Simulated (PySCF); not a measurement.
H2Te2, SMILES [TeH][TeH]. Geometry optimised at B3LYP-D3(BJ)/def2-TZVP. The def2 effective core potentials stand for the cores of Te; spin–orbit coupling is left out.

The numbers are results of B3LYP-D3(BJ)/def2-TZVP (PySCF), not measurements.

Harmonic wavenumbers (cm⁻¹): 193, 309, 588, 592, 2086, 2088. Rotational constants (GHz): 91.83, 1.046, 1.046; symmetry number 2.

Work out the zero-point energy and the ideal-gas rigid-rotor harmonic-oscillator thermochemistry at 298.15 K and 1 atm.

ZPE = ½ Σ hcν = ½ × 5856 cm⁻¹ = 8.37 kcal/mol. H − E(el) = 11.57 kcal/mol. Entropy in cal/(mol K): translation 42.53, rotation 24.20, vibration 4.50, total 71.23. G − E(el) = -9.67 kcal/mol. Cp = 13.58 cal/(mol K).
